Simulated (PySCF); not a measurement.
CH₅NOPb, neutral, multiplicity 1. Atoms are numbered in the order given.

```xyz
9

Pb     0.1611    -0.4628     0.0000
O      0.7954     1.5578     0.0000
C     -0.0525     2.6513     0.0000
H     -0.7173     2.6979     0.8900
H      0.5382     3.5877     0.0000
H     -0.7173     2.6979    -0.8900
N     -1.9156     0.0363     0.0000
H     -2.2804     0.9845     0.0000
H     -2.6738    -0.6393     0.0000
```

The structure is a stationary point at PBE0-D3(BJ)/def2-SVP. The def2 effective core potentials stand for the cores of Pb; spin–orbit coupling is left out. One conformer was computed; it need not be the lowest.

The numbers are results of PySCF with ωB97X/def2-TZVP, not measurements.

ESP charges are fitted to the potential on shells at 1.4 to 2.0 van der Waals radii. Atomic charges (e):

| atom | Löwdin | Mulliken | ESP fit |
|---|---|---|---|
| Pb1 | 0.58 | ? | 0.52 |
| O2 | -0.19 | -0.58 | -0.46 |
| C3 | -0.45 | ? | 0.09 |
| H4 | 0.09 | 0.09 | 0.03 |
| H5 | 0.10 | 0.10 | 0.01 |
| H6 | 0.09 | 0.09 | 0.03 |
| N7 | -0.47 | ? | -0.74 |
| H8 | 0.13 | 0.23 | 0.24 |
| H9 | 0.13 | 0.22 | 0.28 |

**Question.** Some entries are withheld; supply them. (The exact figures need the calculation; the answer reports its results.)

**Answer.** 
- Pb1, Mulliken: 0.85
- C3, Mulliken: -0.15
- N7, Mulliken: -0.84
